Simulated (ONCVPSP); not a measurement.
What one change does to a pseudopotential (W (Z = 74), ONCV)

ONCVPSP 4.0.1 input, shortened (lines: element, Z, core and valence counts, functional; n l f; lmax; l rc ep ncon nbas qcut; lloc lpopt rc5 dvloc0; l nproj debl; icmod fcfact rcfact), LDA (Perdew-Zunger), scalar-relativistic:

```
  W 74.00   10    4        3      upf
    1    0    2.00
    2    0    2.00
    2    1    6.00
    3    0    2.00
    3    1    6.00
    3    2   10.00
    4    0    2.00
    4    1    6.00
    4    2   10.00
    4    3   14.00
    5    0    2.00
    5    1    6.00
    5    2    4.00
    6    0    2.00
    2
    0    1.75    0.00    4    8    6.10
    1    2.05    0.00    4    7    5.90
    2    1.75    0.00    3    8    6.00
    2    5    1.75    0.00
    0    3    3.70
    1    2    2.00
    2    0    3.40
    0    0.00    0.00
```

All-electron outer shells of the reference configuration (LDA (Perdew-Zunger), scalar-relativistic, ld1.x):

```json
{"shell": "5s", "level (eV)": "-79.30", "outermost node (bohr)": "0.53", "outermost maximum (bohr)": "0.96"}
{"shell": "5p", "level (eV)": "-43.38", "outermost node (bohr)": "0.57", "outermost maximum (bohr)": "1.09"}
{"shell": "4f", "level (eV)": "-33.46", "outermost node (bohr)": "–", "outermost maximum (bohr)": "0.43"}
{"shell": "6s", "level (eV)": "-5.91", "outermost node (bohr)": "1.28", "outermost maximum (bohr)": "2.64"}
{"shell": "5d", "level (eV)": "-4.68", "outermost node (bohr)": "0.63", "outermost maximum (bohr)": "1.50"}
```

Change: s: rc 2.54.

Cutoffs: the cutoffs (Ha) at which the residual kinetic energy of the hardest occupied pseudo-wave falls to 1 and 0.1 mHa per electron; they do not see the model core or the augmentation charge, which bear on the density cutoff. Errors are all-electron minus pseudo energies relative to the spin-unpolarised reference configuration.

Question: Predict the effect on cutoff, ghosts and configuration errors.

Answer: The potential gets neither clearly harder nor softer (15 Ha and 18 Ha → 14 Ha and 17 Ha); the d channel sets the loose cutoff, while the largest relative change is in s, which becomes softer; of the 4 tests that both files solve, the error grows in 3 and shrinks in 0 by more than 15 % and 0.3 meV (median size 5.2 → 8.5 meV); neither file shows a bound ghost. More of the atom is replaced by a form fitted at one configuration, so other configurations suffer.

| quantity | base | changed |
| --- | --- | --- |
| cutoff, loose | 15 Ha | 14 Ha |
| cutoff, tight | 18 Ha | 17 Ha |
| loose cutoff by channel | s 15 Ha, p 12 Ha, d 14 Ha | s 7.7 Ha, p 12 Ha, d 14 Ha |
| bound ghosts | none | none |
| GHOST(+) flags under 300 eV | none | none |
| error for 5s2 5p6 5d4 6s1, meV [ΔE 9.13 eV] | -2.9 | -3.9 |
| error for 5s2 5p6 5d4 6s0, meV [ΔE 25.16 eV] | -7.5 | -13 |
| error for 5s2 5p6 5d3 6s0, meV [ΔE 50.86 eV] | -12 | -17 |
| error for 5s2 5p6 5d3 6s2 6p1, meV [ΔE 4.10 eV] | +2.2 | +2.3 |
| p: phases at 2.09 bohr within 0.05 rad from the reference energy up to (Ha; the scan ends near 5) | to the end of the scan | to the end of the scan |
| d: phases at 1.77 bohr within 0.05 rad from the reference energy up to (Ha; the scan ends near 5) | 3.4 | 3.4 |
